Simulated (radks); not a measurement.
Task: Valence configurations of Cd I (all share [Kr]). Method: scalar-relativistic Kohn-Sham, r2SCAN, spin-polarised, spherical densities, finite nucleus; open shells are filled with parallel spins first (spin-orbit coupling, left out, can overturn this in heavy ions); meta-GGA in the generalised Kohn-Sham scheme; Fermi nuclear charge, rms radius 4.6087 fm; computed with a radial shooting solver on a logarithmic mesh with Libxc functionals. Order these by energy: 4d7 5s2 5p3; 4d8 5s1 5p3; 4d9 5s1 5p2; 4d9 5s1.5 5p1.5; 4d9.5 5s2 5p0.5; 4d10 5s2; 4d10 5s1 5p1; 4d9 5s2 5p1; 4d10 5p2; 4d10 5s1.5 5p0.5.

Result: From the lowest, in eV above it: 4d10 5s2 0.000; 4d10 5s1.5 5p0.5 2.204; 4d10 5s1 5p1 3.871; 4d9.5 5s2 5p0.5 5.994; 4d10 5p2 9.031; 4d9 5s2 5p1 12.742; 4d9 5s1.5 5p1.5 14.874; 4d9 5s1 5p2 16.449; 4d8 5s1 5p3 31.962; 4d7 5s2 5p3 47.146. NIST lists [Kr] 4d10 5s2 as the ground configuration; this level of theory agrees among the configurations tried. The energies are those of spherical high-spin densities, not of single terms.
